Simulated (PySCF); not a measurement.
# Vanadium: a sound run and one with changed settings

Sound run: V [Ar] 3d3 4s2, V+ [Ar] 3d4. All numbers are calculated (PySCF 2.14, no relativity, point nucleus, in cc-pVDZ). In the sound run the correlated levels freeze [Ar]. The sound run starts from symmetry-adapted Hartree-Fock orbitals and uses a fine grid where one is needed.

Changed run: initial guess minao, at most 50 SCF cycles, level shift 0.5 hartree.

```json
{"species": "V", "method": "UHF", "sound run (hartree)": "-942.88963", "changed run (hartree)": "-942.88963", "converged": "yes"}
{"species": "V", "method": "PBE0", "sound run (hartree)": "-943.69373", "changed run (hartree)": "-943.69373", "converged": "yes"}
{"species": "V", "method": "LDA", "sound run (hartree)": "-941.72700", "changed run (hartree)": "-941.72700", "converged": "yes"}
{"species": "V", "method": "MP2", "sound run (hartree)": "-942.93852", "changed run (hartree)": "-942.91930", "converged": "yes"}
{"species": "V+", "method": "UHF", "sound run (hartree)": "-942.67278", "changed run (hartree)": "-942.68040", "converged": "yes"}
{"species": "V+", "method": "PBE0", "sound run (hartree)": "n/a", "changed run (hartree)": "-943.44723", "converged": "yes"}
{"species": "V+", "method": "LDA", "sound run (hartree)": "-941.49887", "changed run (hartree)": "-941.46609", "converged": "yes"}
```

The plain start fixes occupations by D2h representation alone, and V+ at UHF, V+ at PBE0, V+ at LDA landed in another state (other ⟨L²⟩ or ⟨S²⟩). A level shift leaves the converged SCF energy unchanged but raises the virtual orbital energies, which shrinks MP2 if it is not removed.
